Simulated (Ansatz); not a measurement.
C3H12AlP (`[CH3][Al-]([CH3])([CH3])[PH3+]`). The species carries charge 0 and has multiplicity 1. All single points use the PBE0-D4/def2-TZVP geometry. It is one conformer, not always the lowest.

```xyz
17

C     0.484   -1.783   -1.010
Al   -0.415   -0.277   -0.102
C    -1.022   -0.538    1.760
C    -1.360    1.054   -1.214
P     1.712    1.143    0.418
H    -0.258   -2.527   -1.323
H     1.196   -2.307   -0.364
H     1.019   -1.477   -1.915
H    -0.292   -1.075    2.375
H    -1.256    0.403    2.268
H    -1.941   -1.136    1.773
H    -1.589    1.977   -0.672
H    -2.320    0.645   -1.552
H    -0.804    1.328   -2.117
H     2.981    0.678    0.012
H     1.822    2.454   -0.094
H     2.043    1.439    1.758
```

**Question.** What is the dipole moment at ωB97M-V/def2-TZVPP? (An estimate is asked.)

**Answer.** Ansatz gave: 3.49 D, with components (2.84, 1.90, 0.69) D in this frame, pointing from negative to positive charge.

**Question.** And with PBE, r2SCAN, B3LYP? (Estimate.)

**Answer.** Computed: PBE 3.42 D, r2SCAN 3.55 D, B3LYP 3.50 D.

**Question.** Give the Mulliken charges with ωB97M-V, r2SCAN, B3LYP in def2-TZVPP. (An estimate is asked.)

**Answer.** Computed: 
```tsv
atom	ωB97M-V	r2SCAN	B3LYP
C1	-0.57	-0.42	-0.48
Al2	0.59	0.62	0.60
C3	-0.57	-0.42	-0.48
C4	-0.57	-0.42	-0.48
P5	-0.07	0.02	-0.02
H6	0.11	0.06	0.08
H7	0.10	0.05	0.07
H8	0.10	0.05	0.07
H9	0.10	0.05	0.07
H10	0.10	0.05	0.07
H11	0.11	0.06	0.08
H12	0.10	0.05	0.07
H13	0.11	0.06	0.08
H14	0.10	0.05	0.07
H15	0.10	0.05	0.07
H16	0.10	0.05	0.07
H17	0.10	0.05	0.07
```

B3LYP here is the variant with VWN-RPA as its local correlation; programs differ in this.
